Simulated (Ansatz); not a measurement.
Cost and result for the atomization energy of `BC(=O)CCl` (9 atoms, 8 bonds).

Cartesian coordinates in Å:
```
B 0.7349 0.7865 -0.8199
C -0.1890 0.6044 0.4613
O -0.5616 1.4266 1.2563
C -0.5788 -0.8670 0.5690
Cl 0.2702 -1.5351 -0.8724
H 0.2453 1.1708 -1.8391
H 1.9209 0.8088 -0.6817
H -0.1932 -1.3536 1.4641
H -1.6488 -1.0415 0.4623
```

Total charge 0; spin multiplicity 1. All single points use the PBE0-D4/def2-TZVP geometry. It is one conformer, not always the lowest. Program: Ansatz. All runs use 2 threads of an Arm Neoverse V2 on a shared host. Times are those of one run each, without the atoms' runs, and a repeat can differ threefold. Electronic energies, without spin–orbit coupling; frozen cores. CCSD(T)/CBS adds CCSD(T) − MP2 in def2-TZVPP to the MP2 limit, and its time is that of the two runs behind it. T1 = 0.015. B3LYP takes the VWN-RPA correlation (the form of Gaussian; ORCA's B3LYP/G). HSE06 is the plane-wave form, built on full-range PBE exchange.

CCSD(T)/CBS is a level of theory with its own doubt, some kJ/mol a heavy atom from the limit and from the frozen cores, so smaller differences don't rank the functionals.

| level | functions | wall time |
| --- | --- | --- |
| PBE0-D4/def2-TZVPP | 222 | 3.2 s |
| BHLYP-D4/def2-TZVPP | 222 | 3.4 s |
| HSE06-D4/def2-TZVPP | 222 | 3.6 s |
| CAM-B3LYP-D4/def2-TZVPP | 222 | 3.7 s |
| CCSD(T)/def2-SVP | 94 | 4.4 s |
| B3LYP-D4/def2-TZVPP (with forces) | 222 | 5 s |
| r2SCAN-D4/def2-TZVPP (with forces) | 222 | 6 s |
| PBE-QIDH/def2-TZVPP | 222 | 6 s |
| B97M-V/def2-TZVPP | 222 | 12 s |
| ωB97M-V/def2-TZVPP (with forces) | 222 | 13 s |
| MP2/def2-QZVPP | 418 | 22 s |
| CCSD(T)/def2-TZVPP | 222 | 110 s |
| CCSD(T)/CBS(def2) | – | 2.3 min |

Problem. What atomization energy does each give, and how far from CCSD(T)/CBS? (An estimate is asked.)

Solution. Ansatz gave: 
| level | atomization (kcal/mol) | difference from CCSD(T)/CBS | per bond |
| --- | --- | --- | --- |
| PBE0-D4/def2-TZVPP | 832.9 | 12.5 | 1.6 |
| BHLYP-D4/def2-TZVPP | 793.5 | -26.9 | -3.4 |
| HSE06-D4/def2-TZVPP | 833.7 | 13.3 | 1.7 |
| CAM-B3LYP-D4/def2-TZVPP | 826.6 | 6.2 | 0.8 |
| CCSD(T)/def2-SVP | 782.7 | -37.7 | -4.7 |
| B3LYP-D4/def2-TZVPP (with forces) | 824.3 | 3.9 | 0.5 |
| r2SCAN-D4/def2-TZVPP (with forces) | 831.9 | 11.5 | 1.4 |
| PBE-QIDH/def2-TZVPP | 822.7 | 2.3 | 0.3 |
| B97M-V/def2-TZVPP | 827.8 | 7.4 | 0.9 |
| ωB97M-V/def2-TZVPP (with forces) | 828.6 | 8.2 | 1.0 |
| MP2/def2-QZVPP | 834.6 | 14.2 | 1.8 |
| CCSD(T)/def2-TZVPP | 799.3 | -21.1 | -2.6 |
| CCSD(T)/CBS(def2) | 820.4 | 0.0 | 0.0 |

In def2-TZVPP, CCSD(T) changes the Hartree–Fock value by +207.6 kcal/mol (the triples alone add +16.0 kcal/mol) and MP2 by +230.5 kcal/mol; breaking electron pairs costs correlation energy, which Hartree–Fock lacks. From r2SCAN to r2SCAN0 (25 % exact exchange), in def2-TZVPP and without D4, the atomization energy moves by −18.0 kcal/mol: exact exchange takes away binding that semilocal exchange gives to molecules. At CCSD(T), def2-SVP lies −37.7 kcal/mol from the extrapolated value and def2-TZVPP −21.1 kcal/mol: correlation converges slowly with the basis, and small sets miss more of it in the bonded molecule than in its fragments.
